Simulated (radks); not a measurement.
Problem. Neutral caesium, [Xe] 6s1. All-electron calculation, non-relativistic Kohn-Sham, exchange-only PBE, spin-polarised, spherical densities, point nucleus. Program: a radial shooting solver on a logarithmic mesh with Libxc functionals. Every spin shell is full or empty, so the densities are truly spherical. Functionals are evaluated on that one density, not self-consistently. Rank these exchange functionals by their error against the exact value of the orbitals, and give that value: LDA, B88, PBEsol, revPBE, RPBE, AM05, B86b, G96, TPSS, revTPSS, MVS.

Solution. Exact: -183.993 hartree. From best to worst, with 100 (|E| - |E exact|)/|E exact| (equal figures are ties): B88 +0.01, B86b -0.02, MVS +0.05, RPBE -0.26, revPBE -0.31, TPSS -0.33, G96 +0.35, revTPSS -0.94, PBEsol -2.21, AM05 -4.39, LDA -4.69.
